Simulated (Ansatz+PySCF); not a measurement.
Values are calculated unless marked as measured or tabulated.
## Several solutions for singlet H10

```csv
atom,x (Å),y (Å),z (Å)
H,0.0000,0.0000,0.0000
H,0.0000,0.0000,1.8000
H,0.0000,0.0000,3.6000
H,0.0000,0.0000,5.4000
H,0.0000,0.0000,7.2000
H,0.0000,0.0000,9.0000
H,0.0000,0.0000,10.8000
H,0.0000,0.0000,12.6000
H,0.0000,0.0000,14.4000
H,0.0000,0.0000,16.2000
```

Basis set: cc-pVDZ (spherical functions). Charge 0, multiplicity 1.

ωB97X (unrestricted) was run from several starts with Ansatz (development build ahead of 0.2.0) and PySCF 2.14.0.

```csv
run,program,start,converged,energy (hartree),<S²>
A,PySCF,program defaults,yes,-5.06753,0.00
B,Ansatz,stability test followed,yes,-5.15095,2.46
C,PySCF,"guess minao, instabilities followed",yes,-5.15095,2.46
D,Ansatz,search for the lowest state,yes,-5.15095,2.46
E,Ansatz,"atomic start, no search",yes,-5.06753,0.00
```

(1) Which runs reached the lowest solution of this kind, and what is wrong with the others?

Answers

(1) B, C, D reached the lowest solution found. Converged but too high: A by 2.27 eV, E by 2.27 eV. Convergence only shows a stationary point, and even a stable one can lie too high; stability tests and further starts are what find lower ones. Caution: the unrestricted determinant is a mixture of spin states. Caution: the determinant breaks the point group.
